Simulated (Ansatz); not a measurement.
Molecule: C2H10O2Si2 (charge 0, singlet). SMILES: O[SiH2][Si](O)(C)C
Geometry from a B3LYP-D3(BJ)/def2-TZVP (Ansatz, a quantum-chemistry and plane-wave program) optimisation:
```
Si
O 1 1.6772
H 2 0.9608 1 119.15
C 1 1.8748 2 110.88 3 -62.88
H 4 1.0913 1 111.22 2 -55.86
H 4 1.0932 5 107.83 1 121.39
H 4 1.0936 5 108.20 6 115.97
C 1 1.8755 2 110.38 3 58.31
H 8 1.0914 1 111.27 2 56.61
H 8 1.0929 9 107.83 1 -121.43
H 8 1.0938 9 108.14 10 -116.00
Si 1 2.3560 2 98.09 3 177.32
O 12 1.6614 1 105.92 2 -17.47
H 13 0.9637 12 113.79 1 16.76
H 12 1.4844 13 108.17 14 138.78
H 12 1.4884 15 106.80 13 -119.28
```
Charge 0, spin multiplicity 1.

Property: atomisation energy (electronic, to ground-state atoms), in eV. Correlated levels leave the core frozen unless marked. UHF or UKS for open shells. Spin-orbit coupling is left out. No relativistic terms. The coupled-cluster limit lacks core correlation, which all-electron functionals hold. CBS marks a two-point X^-3 extrapolation of the correlation energy; Hartree-Fock from the larger set.

| level | program | atomisation energy (eV) |
|---|---|---|
| BLYP-D4/def2-TZVPD | Ansatz + dftd4 | 60.95 |
| revPBE-D4/def2-TZVPD | Ansatz + dftd4 | 60.53 |
| r2SCAN/def2-TZVPD | Ansatz | 61.34 |
| B3LYP-D4/def2-TZVPD | Ansatz + dftd4 | 61.25 |

Problem. Predict the CCSD(T)/CBS(cc-pV(T+d)Z,cc-pV(Q+d)Z) result (Ansatz).

Solution. 61.67 eV
